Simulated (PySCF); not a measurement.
5-fluorofuran-3-one (C₄H₃FO₂), SMILES O=C1C=C(F)OC1.

Coordinates come from a PBE0-D3(BJ)/def2-SVP optimisation. The values are those of a single conformer.

Method: PBE/def2-TZVP (PySCF).

The molecule is in vacuum.

The total energy is -404.22616 hartree and the point group is Cs. The highest occupied level comes out as -5.85 eV and the lowest empty level is -2.08 eV. The orbital gap is 3.78 eV. The dipole moment comes out as 2.20 D and the quadrupole, principal values (traceless, Buckingham form, about the centre of nuclear charge) is -14.25, 4.51, 9.74 D·Å. The mean static polarisability is 52.1 bohr³ (7.73 Å³) and the polarisability, principal values is 34.0, 54.5, 67.9 bohr³.
